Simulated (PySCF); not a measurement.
Computed properties of Zn(Cl)(Me) (CH₃ClZn), SMILES [CH3][Zn][Cl]

Zn(Cl)(Me) (CH₃ClZn), SMILES [CH3][Zn][Cl]. Geometry: B3LYP-D3(BJ)/def2-TZVP. The values are those of a single conformer. All values are computed for the isolated molecule unless a solvent is named; none is compared with measurement here.

**Structure.** The optimised structure has C3v symmetry. All 12 harmonic modes at B3LYP-D3(BJ)/def2-TZVP (PySCF) are real, so it is a minimum. With heavy atoms numbered as in [Zn:1]([Cl:2])[CH3:3], the shortest bond between them is Zn1–C3 at 1.939 Å and the longest Zn1–Cl2 at 2.125 Å.

**Vibrations.** The strongest infrared lines (harmonic, unscaled, degenerate partners summed) lie at 722 cm⁻¹ (63 km/mol, H 83 %, C 16 %), 579 cm⁻¹ (30 km/mol, C 54 %, Zn 29 %, H 14 %), 380 cm⁻¹ (30 km/mol, Cl 66 %, C 16 %, Zn 15 %). The softest mode is at 119 cm⁻¹ and the zero-point energy is 23.0 kcal/mol.

**Electronic structure.** M06-2X/def2-TZVPD (PySCF) places the frontier levels at -9.58 and -0.22 eV, a gap of 9.36 eV, and gives a dipole moment of 2.56 D and a mean polarisability of 51.2 bohr³.

**Excitations.** TDA-PBE0/def2-SVPD (PySCF) has S1 at 6.72 eV (184 nm, f = 0.052, bright); the most intense of the 10 singlets computed lies at 7.11 eV (f = 0.28). Strengths of degenerate partners are summed. T1 (TDA) is at 5.86 eV, 0.86 eV under S1. No vertical singlet excitation falls in the visible range (under 3.1 eV).

**NMR.** GIAO shifts at PBE0/pcSseg-1 (PySCF) (non-relativistic, atoms alike by connectivity averaged): ¹³C at -15.1 ppm against TMS; ¹H at 0.0 ppm against TMS. Without spin–orbit terms, shifts of atoms bonded to Cl or Br come out too high.
